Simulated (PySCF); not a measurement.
**`C[SiH](C)[PH-]`, [C2H8PSi]-, charge -1**

Molfile (atoms numbered from 1):
```
C2H8PSi
     RDKit          3D

 12 11  0  0  0  0  0  0  0  0999 V2000
   -1.2010   -1.0378   -0.0138 C   0  0  0  0  0  0  0  0  0  0  0  0
    0.4083   -0.1594    0.5690 Si  0  0  0  0  0  4  0  0  0  0  0  0
    0.2207    1.5745   -0.2479 C   0  0  0  0  0  0  0  0  0  0  0  0
    2.2744   -1.2070    0.3230 P   0  0  0  0  0  0  0  0  0  0  0  0
   -2.0834   -0.4278    0.1666 H   0  0  0  0  0  0  0  0  0  0  0  0
   -1.3318   -1.9812    0.5080 H   0  0  0  0  0  0  0  0  0  0  0  0
   -1.1608   -1.2584   -1.0780 H   0  0  0  0  0  0  0  0  0  0  0  0
    0.1950    0.0928    2.0118 H   0  0  0  0  0  0  0  0  0  0  0  0
   -0.6930    2.0733    0.0682 H   0  0  0  0  0  0  0  0  0  0  0  0
    1.0593    2.2129    0.0145 H   0  0  0  0  0  0  0  0  0  0  0  0
    0.1979    1.4973   -1.3324 H   0  0  0  0  0  0  0  0  0  0  0  0
    2.1156   -1.3798   -1.0150 H   0  0  0  0  0  0  0  0  0  0  0  0
  1  2  1  0
  2  3  1  0
  2  4  1  0
  1  5  1  0
  1  6  1  0
  1  7  1  0
  2  8  1  0
  3  9  1  0
  3 10  1  0
  3 11  1  0
  4 12  1  0
M  CHG  1   4  -1
M  END
```

Computed, not measured: PySCF 2.14.0, GIAO OLYP/STO-3G magnetisability, rotational g tensor and spin-rotation constants, non-relativistic, gas phase. Geometry: GFN2-xTB.

For an ion the centre-of-mass motion in the field is neglected. The highest occupied orbital is unbound at this level, so the values depend on the basis.

(1) Give the nuclear spin-rotation constants along the inertial axes (H = +C I·J) beside the isotropic shieldings.

## Answers

(1) Rotational constants 5.7078, 2.7840, 2.0940 GHz. A star marks the isotopologue with that one atom substituted, in its own axes.
| atom | isotope | Caa (kHz) | Cbb (kHz) | Ccc (kHz) | mean (kHz) | σ (ppm) |
| --- | --- | --- | --- | --- | --- | --- |
| P4 | 31P | 4.625 | 1.153 | 0.698 | 2.159 | 746.9 |
| H5 | 1H | 0.023 | -0.271 | -0.181 | -0.143 | 34.0 |
| H6 | 1H | -0.492 | -0.043 | -0.166 | -0.234 | 34.1 |
| H7 | 1H | -0.586 | -0.270 | 0.041 | -0.271 | 34.0 |
| H8 | 1H | -0.398 | -0.204 | 0.077 | -0.175 | 32.5 |
| H9 | 1H | -0.021 | -0.272 | -0.163 | -0.152 | 34.0 |
| H10 | 1H | -0.461 | -0.034 | -0.185 | -0.227 | 34.1 |
| H11 | 1H | -0.581 | -0.274 | 0.043 | -0.271 | 34.0 |
| H12 | 1H | -0.640 | -0.267 | 0.017 | -0.296 | 38.3 |
| C1 | 13C* | 0.287 | 0.153 | 0.114 | 0.185 | 227.4 |
| Si2 | 29Si* | -1.916 | -1.146 | -1.096 | -1.386 | 515.0 |

For the geometry as given, no vibrational averaging.
